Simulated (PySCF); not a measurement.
A ladder of Hamiltonians for Sr³²⁺ (strontium, charge +32)

Occupied: 1s1/2, 2s1/2, 2p1/2. Hartree-Fock calculated with PySCF 2.14 in an uncontracted even-tempered set (19 s from 4 bohr⁻², ratio 2.3; 14 p from 4.8 bohr⁻², ratio 2.3), Gaussian nucleus throughout. NR is non-relativistic, sf-X2C the spin-free one-electron X2C Hamiltonian, X2C adds the bare one-electron spin-orbit term, X2C-SNSO screens it by Boettger's factors, DC is four-component Dirac-Coulomb, and the Gaunt and Breit terms are added at first order (total energies over the DC spinors, levels after relaxing the spinors in that mean field). QED terms are absent. Levels marked empty are virtual spinors of this ion.

| level (eV) | X2C | X2C-SNSO |
| --- | --- | --- |
| 1s1/2 | -18494.8 | -18495.2 |
| 2s1/2 | -4166.6 | -4166.7 |
| 2p1/2 | -4064.3 | -4061.4 |
| 2p3/2 (empty) | -3822.1 | -3823.6 |
| 3s1/2 (empty) | -1697.9 | -1697.9 |

Q: Where do the four-component calculations put these levels?

A: 1s1/2: DC -18503.2, DC+Gaunt -18478.5, DC+Breit -18479.3; 2s1/2: DC -4167.6, DC+Gaunt -4165.3, DC+Breit -4165.5; 2p1/2: DC -4062.0, DC+Gaunt -4057.2, DC+Breit -4057.8; 2p3/2 (empty): DC -3823.6, DC+Gaunt -3821.3, DC+Breit -3821.8; 3s1/2 (empty): DC -1698.1, DC+Gaunt -1697.5, DC+Breit -1697.6 (eV).

```
Hamiltonian  E (hartree)  E − E(DC) (hartree)  CPU seconds
        X2C   -2086.9038               0.2580         0.21
   X2C-SNSO   -2086.6783               0.4834          0.2
         DC   -2087.1618               0.0000          6.8
   DC+Gaunt   -2085.9343               1.2275           15
   DC+Breit   -2085.9973               1.1645           44
```

Weight of the small component: 1s1/2 0.0192, 2s1/2 0.00430, 2p1/2 0.00428, 2p3/2 0.00410, 3s1/2 0.00170.

Koopmans' value for the highest occupied level at DC+Breit: 4057.8 eV, against an ionisation energy of 4053 ± 4 eV (semi-empirical (NIST evaluation); NIST Atomic Spectra Database, ionization energies); the former lacks relaxation, correlation, QED and recoil.

The whole ladder took 69 s of wall time on 1 thread of Intel(R) Xeon(R) 6975P-C (shared host), launched as `OMP_NUM_THREADS=1 python relrun2.py TASK.json OUT` (a driver that calls PySCF for each Hamiltonian).
